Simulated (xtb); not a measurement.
Br3In (SMILES [Br][In]([Br])[Br]), singlet, at a GFN2-xTB geometry (such geometries of metal compounds can be far from the true shape); xtb 6.7.1 with GFN2-xTB.

The xtb input:
```
$ xtb mol.xyz --gfn 2 --chrg 0 --uhf 0 --json

# file mol.xyz
4

In    -0.00000000    -0.00000000    -0.00000000
Br    -1.98881671    -1.48844692    -0.19430253
Br     0.00646487     2.22371074    -1.12413895
Br     1.98235183    -0.73526381     1.31844148
```

The log (banner, timings and long lists left out):

```
   ID    Z sym.   atoms
    1   49 In     1
    2   35 Br     2-4

           -------------------------------------------------
          |                Calculation Setup                |
           -------------------------------------------------

           -------------------------------------------------
          |                 G F N 2 - x T B                 |
           -------------------------------------------------

          ...................................................
          :                      SETUP                      :
          :.................................................:
          :  # basis functions                  40          :
          :  # atomic orbitals                  36          :
          :  # shells                           12          :
          :  # electrons                        24          :
          :  max. iterations                   250          :
          :  Hamiltonian                  GFN2-xTB          :
          :  restarted?                      false          :
          :  GBSA solvation                  false          :
          :  PC potential                    false          :
          :  electronic temp.          300.0000000     K    :
          :  accuracy                    1.0000000          :
          :  -> integral cutoff          0.2500000E+02      :
          :  -> integral neglect         0.1000000E-07      :
          :  -> SCF convergence          0.1000000E-05 Eh   :
          :  -> wf. convergence          0.1000000E-03 e    :
          :  Broyden damping             0.4000000          :
          :  net charge                          0          :
          :  unpaired electrons                  0          :
          ...................................................

 iter      E             dE          RMSdq      gap      omega  full diag
   1    -13.6231884 -0.136232E+02  0.249E+01    2.58       0.0  T
   2    -13.6411105 -0.179221E-01  0.112E+01    2.84       1.0  T
   3    -13.6352237  0.588685E-02  0.761E+00    2.41       1.0  T
   4    -13.6488154 -0.135917E-01  0.133E+00    2.55       1.0  T
   5    -13.6483043  0.511102E-03  0.229E+00    2.62       1.0  T
   6    -13.6488787 -0.574460E-03  0.114E+00    2.59       1.0  T
   7    -13.6489659 -0.871215E-04  0.136E-01    2.57       1.0  T
   8    -13.6490002 -0.343140E-04  0.544E-02    2.56       1.0  T
   9    -13.6490003 -0.112546E-06  0.145E-02    2.56       3.4  T
  10    -13.6490003 -0.666562E-07  0.410E-03    2.56      12.2  T
  11    -13.6490004 -0.611131E-08  0.109E-03    2.56      46.0  T
  12    -13.6490004 -0.730935E-09  0.412E-06    2.56   12137.1  T
  13    -13.6490004 -0.355271E-14  0.976E-07    2.56   51239.9  T

   *** convergence criteria satisfied after 13 iterations ***

         :::::::::::::::::::::::::::::::::::::::::::::::::::::
         ::                     SUMMARY                     ::
         :::::::::::::::::::::::::::::::::::::::::::::::::::::
         :: total energy             -13.638678478931 Eh    ::
         :: gradient norm              0.000001424882 Eh/a0 ::
         :: HOMO-LUMO gap              2.559881193017 eV    ::
         ::.................................................::
         :: SCC energy               -13.648997522160 Eh    ::
         :: -> isotropic ES            0.015059652794 Eh    ::
         :: -> anisotropic ES          0.004637007982 Eh    ::
         :: -> anisotropic XC         -0.005576341753 Eh    ::
         :: -> dispersion             -0.004292124808 Eh    ::
         :: repulsion energy           0.010319043230 Eh    ::
         :: add. restraining           0.000000000000 Eh    ::
         :: total charge               0.000000000000 e     ::
         :::::::::::::::::::::::::::::::::::::::::::::::::::::

           -------------------------------------------------
          |                Property Printout                |
           -------------------------------------------------

[...]
         1        2.0000           -0.8695618             -23.6620
         2        2.0000           -0.8695618             -23.6620
         3        2.0000           -0.8676110             -23.6089
         4        2.0000           -0.6027025             -16.4004
         5        2.0000           -0.4860163             -13.2252
         6        2.0000           -0.4860163             -13.2252
         7        2.0000           -0.4646635             -12.6441
         8        2.0000           -0.4634226             -12.6104
         9        2.0000           -0.4634226             -12.6104
        10        2.0000           -0.4627392             -12.5918
        11        2.0000           -0.4627392             -12.5918
        12        2.0000           -0.4549644             -12.3802 (HOMO)
        13                         -0.3608905              -9.8203 (LUMO)
        14                         -0.1974413              -5.3726
        15                         -0.0716772              -1.9504
        16                         -0.0716772              -1.9504
        17                         -0.0280836              -0.7642
        18                         -0.0280836              -0.7642
        19                         -0.0101176              -0.2753
        20                         -0.0101176              -0.2753
        21                         -0.0061982              -0.1687
        22                         -0.0000390              -0.0011
        23                          0.0013471               0.0367
       ...                                ...                  ...
        36                          1.7651068              48.0310
      -------------------------------------------------------------
                  HL-Gap            0.0940739 Eh            2.5599 eV
             Fermi-level           -0.4079274 Eh          -11.1003 eV

     #   Z          covCN         q      C6AA      α(0)
     1  49 In       2.433     0.256   280.840    32.369
     2  35 Br       0.811    -0.085   187.040    22.050
     3  35 Br       0.811    -0.085   187.040    22.050
     4  35 Br       0.811    -0.085   187.040    22.050

 Mol. C6AA /au·bohr⁶  :       3323.363827
 Mol. C8AA /au·bohr⁸  :     279391.787091
 Mol. α(0) /au        :         98.518061

Wiberg/Mayer (AO) data.
largest (>0.10) Wiberg bond orders for each atom

 ---------------------------------------------------------------------------
     #   Z sym  total        # sym  WBO       # sym  WBO       # sym  WBO
 ---------------------------------------------------------------------------
     1  49 In   3.047 --     4 Br   1.016     2 Br   1.016     3 Br   1.016
     2  35 Br   1.407 --     1 In   1.016     3 Br   0.196     4 Br   0.196
     3  35 Br   1.407 --     1 In   1.016     2 Br   0.196     4 Br   0.196
     4  35 Br   1.407 --     1 In   1.016     3 Br   0.196     2 Br   0.196
 ---------------------------------------------------------------------------

Topologies differ in total number of bonds
Writing topology from bond orders to xtbtopo.mol

molecular dipole:
                 x           y           z       tot (Debye)
 q only:        0.000      -0.000       0.000
   full:        0.000      -0.000       0.000       0.000
molecular quadrupole (traceless):
                xx          xy          yy          xz          yz          zz
 q only:       -0.766      -0.693      -0.682      -1.368       1.454       1.449
  q+dip:       -2.888      -2.613      -2.571      -5.155       5.478       5.459
   full:       -3.834      -3.469      -3.412      -6.843       7.271       7.246

           -------------------------------------------------
          | TOTAL ENERGY              -13.638678478931 Eh   |
          | GRADIENT NORM               0.000001424882 Eh/α |
          | HOMO-LUMO GAP               2.559881193017 eV   |
           -------------------------------------------------

normal termination of xtb
```
